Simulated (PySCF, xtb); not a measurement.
C3H5BF2O, SMILES CB(O)/C(F)=C\F. Other conformers were not sampled.

Harmonic wavenumbers (cm⁻¹) from GFN2-xTB in xtb 6.7.1 at its own minimum, in rising order: 31, 119, 147, 245, 253, 296, 315, 436, 507, 554, 645, 658, 809, 866, 868, 911, 1082, 1129, 1182, 1280, 1340, 1393, 1484, 1495, 1669, 3025, 3030, 3047, 3071, 3606.

Question: What does PySCF with PBE0-D3(BJ)/def2-SVP give at its own minimum? (An estimate is asked for; the answer gives what the named calculation found.)

Answer: 62, 110, 165, 269, 279, 321, 341, 468, 535, 606, 646, 665, 843, 886, 891, 959, 1167, 1227, 1269, 1309, 1392, 1416, 1426, 1471, 1747, 3052, 3146, 3151, 3225, 3907. Paired by order, the mean absolute difference is 55 cm⁻¹ and the zero-point energies are 50.7 and 52.8 kcal/mol.
